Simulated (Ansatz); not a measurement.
A made-up structure of GeH3S2 (charge +1), singlet:

```xyz
6
angstrom
S 0.7481 1.0707 1.3841
Ge 0.0512 -0.6865 0.4130
S -0.7679 -0.8043 -1.5444
H 0.3577 -0.6669 1.8915
H 0.1480 -1.9867 1.1954
H -0.6467 0.5143 -1.8003
```

It is relaxed with PBE-D4/def2-SVP and then PBE0-D4/def2-TZVP (Ansatz 0.2.0). Atoms count as bonded within 1.22 times the sum of their covalent radii (H–H: 0.88 Å). The end point is not checked to be a true minimum.

(1) Does its bonding change? (A judgement: the text doesn't fix the answer.)

Results:

(1) The calculation gives: Yes. Formed: S1–H4; broken: Ge2–H4.

Where it ends: The first stage lowers the energy by 2.97 eV in 9 steps. It ends as GeH₃S₂ ([SH][GeH][SH]), total charge +1:
S1  (0.509, 0.805, 1.369)
Ge2  (-0.066, -0.930, 0.283)
S3  (-0.748, -0.776, -1.720)
H4  (0.815, 0.093, 2.475)
H5  (-0.007, -2.319, 0.901)
H6  (-0.613, 0.567, -1.768)
(Å)

Labels in which every atom is bracketed show which atoms are joined, not bond orders.

For scale, one of the runs: PBE0-D4/def2-TZVP relaxation, 140 basis functions, launched by `ansatz run in.yaml --threads 2 --pin off --events-out ev --progress --plain --max-ram 4352MiB`. The run took about 21 s on 2 CPU threads of an Arm Neoverse V1 (shared host).
